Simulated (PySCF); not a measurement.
Compound: Si(tBu)Cl3, C4H9Cl3Si.
Geometry (PBE0-D3(BJ)/def2-SVP, Å), atoms numbered from 1 in this order:
```
atom  x, y, z in Å
Si1    0.082    0.073   -1.715
C2    -0.011   -0.007    0.162
C3    -1.484    0.037    0.579
C4     0.745    1.197    0.734
C5     0.638   -1.316    0.624
H6    -1.557   -0.011    1.679
H7    -1.973    0.967    0.251
H8    -2.050   -0.812    0.168
H9     0.309    2.150    0.398
H10    1.807    1.186    0.446
H11    0.694    1.175    1.836
H12    1.692   -1.382    0.312
H13    0.108   -2.196    0.227
H14    0.609   -1.374    1.725
Cl15   2.037    0.059   -2.358
Cl16  -0.802    1.788   -2.434
Cl17  -0.871   -1.535   -2.572
```

The closed-shell ground state was solved at several levels (PySCF, density fitting, gas phase, non-relativistic).

| level | basis functions | HOMO (eV) | LUMO (eV) | gap (eV) | dipole (D) |
| --- | --- | --- | --- | --- | --- |
| PBE0/pcSseg-1 | 209 | -8.64 | 0.13 | 8.77 | 2.72 |
| B3LYP/def2-SVPD | 257 | -8.37 | -0.52 | 7.85 | 2.46 |

What might KT2/pcSseg-1 (209 basis functions) give for the same quantities?

HOMO -7.47 eV, LUMO -1.05 eV, gap 6.42 eV, dipole 2.60 D.

Over all these levels, which gives the widest orbital gap and which the narrowest?

PBE0/pcSseg-1 (global hybrid, 25 % exact exchange) has the widest, 8.77 eV, and KT2/pcSseg-1 (GGA) the narrowest, 6.42 eV. The two share the basis. From the narrowest to the widest the HOMO moves by -1.17 eV and the LUMO by +1.18 eV.

How far do the dipole and the HOMO energy spread over the levels?

The dipole runs from 2.46 to 2.72 D (mean 2.59 D) and the HOMO from -8.64 to -7.47 eV.
